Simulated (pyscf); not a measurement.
Optimised with ωB97X-D3(BJ)/def2-SVP in PySCF.

SMILES: B[NH][W]([F])([F])([F])([F])[F]
```xyz
11

B     -0.2021     0.3962     2.0051
N     -1.2810     0.5202     1.0614
W     -1.3051     0.0560    -0.8419
F     -3.0744     0.5809    -0.6801
F     -1.7152    -1.7260    -0.5613
F     -0.7727     1.7385    -1.3974
F      0.4693    -0.4132    -0.7775
F     -1.6565    -0.2765    -2.6478
H     -0.3992     0.7443     3.1440
H      0.8550    -0.0464     1.6421
H     -2.1454     0.8956     1.4514
```
Charge 0, spin multiplicity 1.

Task: How much does it cost (ΔH, 298 K, ωB97M-D3(BJ)/def2-TZVP) to split H₂B–NH–W(F)(F)(F)(F)–F (SMILES B[NH][W]([F])([F])([F])([F])[F]) at its B–N bond into BH₂• + [HN–W(F)(F)(F)(F)–F]•?

Result: B–N to BH₂• + [HN–W(F)(F)(F)(F)–F]•: 138.5 kcal/mol. The 7 functionals that were run give +130.6 (r²SCAN) to +139.7 kcal/mol (M06-2X). The radicals are drawn with the spin at the cut bond; how far it spreads was not checked. H₂B–NH–W(F)(F)(F)(F)–F may be a fragile minimum: a first optimisation, from another start, lost the drawn bonds. Other isomers of [HN–W(F)(F)(F)(F)–F]• were not searched in full and may lie lower. Open-shell species with a d-block atom are single-reference here; other states, and whether the spin sits on metal or ligand, were not checked. Elements past Kr carry the def2 core potentials, without spin-orbit coupling.
